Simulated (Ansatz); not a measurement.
Relaxation of CH₄NNaSi (8 atoms, charge 0, multiplicity 1), to a largest force component of 0.015 eV/Å in at most 40 steps.

Computed with Ansatz, RKS PBE-D4/def2-SVP.

```xyz
8
Properties=species:S:1:pos:R:3
N 0.022 1.380 -0.205
C 0.681 0.127 -0.014
Si -0.134 -1.413 0.264
Na 1.533 -3.518 -0.058
H 0.435 1.907 -0.970
H -0.968 1.240 -0.409
H 1.755 0.227 -0.111
H -1.580 -1.124 0.114
```

Q: Where does it end, and by what steps?

A: The run converged. After 18 steps the energy has fallen by 0.276 eV; Na4 moved furthest, 1.12 Å. Joined: C2–Na4.

| step | energy less start (eV) | largest force component (eV/Å) | accepted |
| --- | --- | --- | --- |
| 0 | 0.0000 | 1.340 | yes |
| 1 | -0.0233 | 1.155 | yes |
| 2 | -0.0973 | 0.842 | yes |
| 3 | -0.1316 | 0.377 | yes |
| 4 | -0.1450 | 0.228 | yes |
| 5 | -0.1665 | 0.354 | yes |
| 6 | -0.1833 | 0.691 | yes |
| 7 | -0.2072 | 0.476 | yes |
| 8 | -0.2348 | 0.367 | yes |
| 9 | -0.2512 | 0.279 | yes |
| 10 | -0.2447 | 0.989 | no |
| 11 | -0.2617 | 0.084 | yes |
| 12 | -0.2648 | 0.089 | yes |
| 13 | -0.2650 | 0.607 | yes |
| 14 | -0.2726 | 0.304 | yes |
| 15 | -0.2752 | 0.122 | yes |
| 16 | -0.2759 | 0.031 | yes |
| 17 | -0.2762 | 0.025 | yes |
| 18 | -0.2763 | 0.012 | yes |

```xyz
8
Properties=species:S:1:pos:R:3
N 0.124 0.944 -0.759
C 0.661 0.004 0.095
Si -0.170 -1.321 1.068
Na 1.296 -2.694 -0.779
H 0.550 1.872 -0.834
H -0.895 0.935 -0.856
H 1.735 0.211 0.297
H -1.557 -1.126 0.380
```

Time of the run: 63 s on 1 thread of Intel(R) Xeon(R) Platinum 8375C CPU @ 2.90GHz (Ice Lake) (shared host), peak memory 0.17 GiB.
